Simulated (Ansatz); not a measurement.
Breaking the C1–H4 bond in N-methylmethanimine (SMILES C=NC) (multiplicity 1 held, fragments rigid). Energies count from the point at 1.092 Å.
Geometry at that point (charge 0, multiplicity 1):
```xyz
8

C      1.0907    -0.3756    -0.0039
N     -0.0396     0.4998     0.2247
C     -1.1803     0.1063    -0.1344
H      1.8220     0.1452    -0.6258
H      1.5768    -0.5834     0.9517
H      0.8208    -1.3261    -0.4849
H     -1.3608    -0.8667    -0.6118
H     -2.0440     0.7482     0.0278
```

Signs of static correlation in cc-pVDZ, with CASSCF(2,2), from Ansatz (a program for electronic structure) runs.

```csv
R (Å),T1 of restricted CCSD,⟨S²⟩ of UHF,largest double amplitude of restricted CCSD,weight of the CASSCF reference in MRCISD,CASSCF natural occupations
0.874,0.011,0.000,0.115,0.880,1.99 0.01
0.983,0.011,0.000,0.115,0.880,1.99 0.01
1.092,0.011,0.000,0.113,0.880,1.98 0.02
1.201,0.011,0.000,0.106,0.880,1.97 0.03
1.311,0.011,0.000,0.085,0.880,1.96 0.04
1.474,0.012,0.000,0.066,0.879,1.94 0.06
1.638,0.013,[?],0.094,0.879,1.91 0.09
1.911,0.018,0.725,0.181,0.880,1.83 0.17
2.184,0.025,[?],0.287,0.880,1.71 0.29
2.512,0.036,1.089,0.421,0.880,1.53 0.47
2.949,0.051,1.144,0.593,0.880,1.31 0.69
3.495,0.064,1.161,0.756,0.880,1.15 0.85
```

Problem. Fill in the missing entries.

Solution. 
- 1.638, ⟨S²⟩ of UHF: 0.172
- 2.184, ⟨S²⟩ of UHF: 0.969

Doubts at one or more of the structures used: a restricted determinant that unrestricted orbitals would lower (R-CCSD(T)/cc-pVDZ); other coupled-cluster roots lie near (R-CCSD(T)/cc-pVDZ); T1 above 0.05 (R-CCSD(T)/cc-pVDZ, U-CCSD(T)/cc-pVDZ); a spin-contaminated determinant (U-CCSD(T)/cc-pVDZ); the program's own flag: large difference (U-CCSD(T)/cc-pVDZ).
